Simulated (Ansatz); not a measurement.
```xyz
35

C     0.7694    3.8274   -1.6919
Si    1.2951    2.0754   -1.2811
C     2.1094    2.0405    0.4045
C     2.4773    1.4451   -2.5875
C    -0.2494    0.9875   -1.2338
Si    0.0103   -0.8348   -1.2016
F     1.3633   -1.1737   -0.4065
F     0.3016   -1.3201   -2.6975
C    -1.3533   -1.8327   -0.4706
Si   -1.3947   -1.9572    1.4143
C    -3.0838   -2.5806    1.9341
C    -1.0927   -0.2739    2.1859
C    -0.0696   -3.1527    1.9734
H     0.0584    4.2102   -0.9548
H     0.2925    3.8772   -2.6745
H     1.6307    4.5011   -1.7053
H     1.4287    2.4019    1.1805
H     2.4175    1.0260    0.6678
H     2.9978    2.6777    0.4205
H     3.3498    2.0993   -2.6676
H     2.8326    0.4398   -2.3474
H     1.9988    1.4028   -3.5694
H    -0.8423    1.2805   -0.3603
H    -0.8620    1.2092   -2.1162
H    -2.3024   -1.4086   -0.8193
H    -1.2985   -2.8513   -0.8727
H    -3.8733   -1.8891    1.6272
H    -3.2996   -3.5540    1.4854
H    -3.1428   -2.6933    3.0202
H    -1.1593   -0.3395    3.2755
H    -0.0982    0.1086    1.9406
H    -1.8320    0.4612    1.8556
H    -0.2377   -4.1499    1.5577
H     0.9188   -2.8164    1.6519
H    -0.0606   -3.2436    3.0630
```

Total charge 0; spin multiplicity 1.

Problem. List the PBE/def2-TZVPP orbital energies in eV (Ansatz). (An estimate is asked.)

Solution. Ansatz gave: Occupied: -1780.66, -1779.07, -1778.97, -659.58, -659.49, -268.42, -268.39, -268.37, -268.33, -268.25, -268.22, -268.18, -268.14, -138.21, -136.79, -136.69, -95.02, -94.96, -94.88, -93.53, -93.51, -93.51, -93.43, -93.41, -93.41, -29.53, -29.02, -18.05, -17.82, -17.08, -16.79, -16.69, -16.64, -16.60, -16.58, -13.04, -11.63, -11.31, -11.24, -10.92, -10.75, -10.47, -10.32, -10.20, -10.03, -9.93, -9.89, -9.83, -9.66, -9.65, -9.45, -9.41, -9.33, -9.32, -9.23, -9.19, -9.10, -8.87, -8.11, -7.43, -7.25, -7.17, -7.10, -7.08, -6.69. Lowest empty: -0.18, 0.33, 0.63, 0.83, 0.90, 0.95, 1.19, 1.24.
